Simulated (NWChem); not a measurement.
**Lowest excitation of Cl3Ga**

```
Ga
Cl 1 2.1397
Cl 1 2.1397 2 120.00
Cl 1 2.1397 2 120.00 3 180.00
```
Charge 0, spin multiplicity 1.

The numbers come from NWChem runs, not from measurements. All single points use one geometry, from PBE/def2-SVP, a minimum by its harmonic frequencies.

Basis set: def2-SVP.

| method | lowest vertical singlet excitation energy (eV) | relative cost | difference from EOM-CCSD |
|---|---|---|---|
| CIS | 7.78 | 1 | +0.98 |
| TD-PBE | 4.99 | under 3 | -1.81 |
| EOM-CCSD | 6.80 | 4 | 0.00 |
| TD-BHandHLYP | 6.36 | under 3 | -0.44 |
| TD-B3LYP | 5.49 | under 3 | -1.31 |

The values span 2.79 eV, from TD-PBE (lowest) to CIS (highest). Relative cost: rough, from shared machines, SCF included, CIS = 1.

The Hamiltonian is non-relativistic. The correlated methods keep 24 core orbitals frozen. B3LYP has NWChem's definition, with VWN1-RPA local correlation. The structure started from a generated list of species. Differences from the coupled-cluster row are differences between methods, not errors against experiment.
